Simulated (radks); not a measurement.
The numbers below are computed, except where a source is named.
Species: the terbium ion Tb13+. Configuration: [Kr] 4d10 4f4 5s2. Code: a radial shooting solver on a logarithmic mesh with Libxc functionals. Model: scalar-relativistic Kohn-Sham, PBE, spin-polarised, spherical densities, point nucleus; open shells are filled with parallel spins first (spin-orbit coupling, left out, can overturn this in heavy ions).

Unscreened Slater integrals over Kohn-Sham orbitals (hartree). They are taken over the spin-up orbitals.

integral      value
F0(4f,4f)    1.4035
F2(4f,4f)   0.70875
F4(4f,4f)   0.45401
F6(4f,4f)   0.32943
F0(4f,5s)   0.96260
G3(4f,5s)   0.14260
F0(4f,4d)    1.4474
F2(4f,4d)   0.72324
F4(4f,4d)   0.46945
G1(4f,4d)   0.83753
G3(4f,4d)   0.54079
G5(4f,4d)   0.38672
F0(4f,4p)    1.4876
F2(4f,4p)   0.75191
G2(4f,4p)   0.65665
G4(4f,4p)   0.45978
F0(5s,5s)   0.81535
F0(5s,4d)   0.97933
G2(5s,4d)   0.11396
F0(5s,4p)   0.98967
G1(5s,4p)  0.088606
F0(4d,4d)    1.5086
F2(4d,4d)   0.77161
F4(4d,4d)   0.51917
F0(4d,4p)    1.5509
F2(4d,4p)   0.79951
G1(4d,4p)    1.0133
G3(4d,4p)   0.63799
F0(4p,4p)    1.5990
F2(4p,4p)   0.83952

Derived for the open shells (J is the average intra-shell exchange parameter used in DFT+U). 4f: F4/F2 = 0.641, F6/F2 = 0.465, J = (286 F2 + 195 F4 + 250 F6)/6435 = 0.05806 hartree.
